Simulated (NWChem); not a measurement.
Species: C3H3N2, doublet; SMILES [c]1cc[nH]n1

```xyz
8

C     -1.2069    -0.0500     0.0000
N     -0.5864     1.0988     0.0000
N      0.7259     0.7555     0.0000
C      0.9144    -0.5987     0.0000
C     -0.3568    -1.1825     0.0000
H      1.4414     1.4842     0.0000
H      1.9174    -1.0431     0.0000
H     -0.6068    -2.2474     0.0000
```
Atoms are numbered in this order, from 1.

Program: NWChem. Spin-unrestricted. In the optimisation the excess spin sits in a' (Cs, its own frame). All runs use the structure optimised with PBE-D3(BJ)/def2-SVP, spin-unrestricted. No stability test was run on the SCF state. Level: M05-2X/def2-SVP with SMD (1 M gas to 1 M solution), gas-phase geometry. Reactions with the solvent are ignored.

### Question
Estimate the computed values for solvent dimethyl sulfoxide. Quantities: solvation free energy (kcal/mol); cavity-dispersion-structure term (kcal/mol); dipole in solution (D).

### Answer
The solvation free energy (kcal/mol) is -6.7 and the cavity-dispersion-structure term (kcal/mol) is 2.1. The dipole in solution (D) is 4.48.
